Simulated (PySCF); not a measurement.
H6O4W, multiplicity 1. Atoms are numbered in the order given.

```xyz
11

W      0.0000     0.0000     0.0472
O      1.4797    -0.8786    -0.7686
H      2.1262    -1.5235    -0.4669
O      0.8239     1.6785     0.3054
H      1.4758     1.9448     0.9597
O     -1.4797     0.8786    -0.7686
H     -2.1262     1.5235    -0.4669
O     -0.8239    -1.6785     0.3054
H     -1.4758    -1.9448     0.9597
H      0.8611    -0.3405     1.4657
H     -0.8611     0.3405     1.4657
```
Charge 0, spin multiplicity 1.

Geometry: PBE0-D3(BJ)/def2-SVP. The spin state was assumed, not searched. The structure was generated by enumeration; whether it is a known compound was not checked. The def2 effective core potentials stand for the cores of W; spin–orbit coupling is left out. Other conformers were not sampled.

Computed with TDDFT-LC-ωPBE/def2-SVPD run with PySCF.

Vertical excitations.  State labels are in the subgroup C2.

List the lowest excited states. (Estimate from the structure and the level; the computed values follow.)


| state | symmetry | energy (eV) | λ (nm) | f | main pairs |
|---|---|---|---|---|---|
| S1 | A | 3.87 | 321 | 0.000 | HOMO→LUMO 98 % |
| S2 | B | 4.21 | 295 | 0.006 | HOMO→LUMO+1 96 % |
| S3 | B | 5.04 | 246 | 0.036 | HOMO→LUMO+2 91 % |
| S4 | B | 5.73 | 216 | 0.033 | HOMO−1→LUMO 80 % |
| S5 | A | 5.79 | 214 | 0.000 | HOMO−1→LUMO+1 51 %, HOMO−3→LUMO+1 39 % |
| S6 | B | 5.90 | 210 | 0.012 | HOMO−3→LUMO 80 % |
| S7 | A | 6.03 | 206 | 0.001 | HOMO−2→LUMO 81 % |
| S8 | B | 6.36 | 195 | 0.025 | HOMO−2→LUMO+1 62 %, HOMO−4→LUMO+1 25 % |
| S9 | A | 6.38 | 194 | 0.003 | HOMO−4→LUMO 39 %, HOMO−3→LUMO+1 32 %, HOMO−1→LUMO+1 23 % |
| S10 | A | 6.55 | 189 | 0.001 | HOMO−1→LUMO+2 72 % |
| T1 | A | 3.46 | 358 | 0 | HOMO→LUMO 97 % |
| T2 | B | 3.76 | 330 | 0 | HOMO→LUMO+1 97 % |
| T3 | B | 4.21 | 295 | 0 | HOMO→LUMO+2 85 % |
| T4 | B | 4.90 | 253 | 0 | HOMO−1→LUMO 63 %, HOMO−3→LUMO 31 % |
Triplets are in the Tamm–Dancoff approximation, which puts them higher than full response would, so one can lie above its singlet here.
